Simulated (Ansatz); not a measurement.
```yaml
crystal:
  periodic: [false, false, false]
  atoms:
    - {symbol: Ge, position_ang: [-0.145124, 0.000516, -0.101930]}
    - {symbol: Cl, position_ang: [-0.112399, -0.020883, 2.039463]}
    - {symbol: Cl, position_ang: [1.878450, 0.014484, -0.803830]}
    - {symbol: H, position_ang: [-0.814892, 1.295626, -0.553772]}
    - {symbol: H, position_ang: [-0.806035, -1.289742, -0.579940]}
basis:
  gaussian: {orbitals: cc-pVTZ-DK}
hamiltonian: {xc: {name: PBE0}}
scf: {lower_state_search: full}
output: {forces: true}
```

```sh
$ ansatz run in.yaml --threads 4 --pin off --events-out ev --progress --plain --max-ram 3916MiB
```

Shortened log:

```
Functional definition: PBE0
1150 factors; their error is unknown
mean field evaluation 1: about -82253.8171 eV, gradient 2.0e1 eV
mean field evaluation 2: about -82253.7439 eV, gradient 2.1e1 eV
mean field evaluation 4: about -82254.4498 eV, gradient 7.4e-1 eV
mean field evaluation 8: about -82254.8752 eV, gradient 9.8e-2 eV
mean field evaluation 16: about -82254.8752 eV, gradient 2.3e-5 eV
mean field -82254.87518090 eV, -3022.8109085411 hartree, gradient 2.3e-5 eV, S^2 0.000000; 0 other end points of the search recorded, 0 dependent functions left out
reference -82254.87520818 eV, -3022.8109095437 hartree; 34, 34 occupied and 105, 105 virtual orbitals, 1150 factors
Total energy: -82254.87520818 eV, -3022.8109095437 hartree
Relativity: scalar
Atom 0 at    -0.145124     0.000516    -0.101930 Å, force    -0.108541     0.000538    -0.075011 eV/Å
Atom 1 at    -0.112399    -0.020883     2.039463 Å, force    -0.000257    -0.000042    -0.011530 eV/Å
Atom 2 at     1.878450     0.014484    -0.803830 Å, force    -0.015228    -0.000056     0.003879 eV/Å
Atom 3 at    -0.814892     1.295626    -0.553772 Å, force     0.062318    -0.079537     0.040393 eV/Å
Atom 4 at    -0.806035    -1.289742    -0.579940 Å, force     0.061708     0.079096     0.042268 eV/Å
Dipole moment:    -0.341984     0.001229    -0.239689 e Å
```

Run time 1.5 s (4 threads of Intel Xeon on a shared host).

DK, ANO-RCC and x2c sets are all-electron and run with scalar relativity unless a key says otherwise.
